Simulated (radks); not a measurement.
Task: The mean radii <r> (bohr) of the occupied orbitals of an atom or ion are listed with their occupations. Calculated with a radial shooting solver on a logarithmic mesh with Libxc functionals: non-relativistic Kohn-Sham, PBE, spin-polarised, spherical densities, point nucleus.

orbital  occ.      <r>
1s down     1  0.05483
1s up       1  0.05483
2s up       1   0.2484
2s down     1   0.2482
2p up       3   0.2167
2p down     3   0.2165
3s up       1   0.7498
3s down     1   0.7513
3p up       3   0.7821
3p down     3   0.7846
3d up       5   0.9576
3d down     3   0.9780
5d up       1    10.24

Name the element and its charge. Open shells, if any, are filled with parallel spins first.

Result: Z = 28, nickel, charge +1: Ni+ in [Ar] 3d8 5d1. The 1s radius gives Z: for a bare nucleus <r> = 1.5/Z, 0.05357 bohr for Z = 28, and screening makes it slightly larger (0.05483 here). The occupations add up to 27, and the charge is Z minus that.
